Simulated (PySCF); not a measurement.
FH2NSn, SMILES [NH2][Sn][F] (connectivity only; charge and spin as stated), neutral, multiplicity 1. Atoms are numbered in the order given.

```xyz
5

Sn     0.3708     0.0852     0.0000
F     -1.2383     1.2388     0.0000
N     -0.7476    -1.6093     0.0000
H     -1.7660    -1.5783     0.0000
H     -0.3969    -2.5642     0.0000
```
Charge 0, spin multiplicity 1.

The structure is a stationary point at PBE-D3(BJ)/def2-TZVP. The def2 effective core potentials stand for the cores of Sn; spin–orbit coupling is left out. One conformer was computed; it need not be the lowest.

Level of theory: CAM-B3LYP/def2-TZVPD (PySCF).

Symmetry labels are those of the subgroup Cs that the program uses (full group Cs).

Computed valence orbital energies around the gap with their symmetry:
| orbital | symmetry | energy (eV) |
|---|---|---|
| HOMO−7 | A' | -24.55 |
| HOMO−6 | A' | -15.31 |
| HOMO−5 | A' | -14.90 |
| HOMO−4 | A' | -12.33 |
| HOMO−3 | A" | -11.85 |
| HOMO−2 | A' | -11.65 |
| HOMO−1 | A' | -9.16 |
| HOMO | A" | -8.98 |
| LUMO | A" | -1.17 |
| LUMO+1 | A' | 0.15 |
| LUMO+2 | A' | 0.75 |
| LUMO+3 | A' | 1.03 |
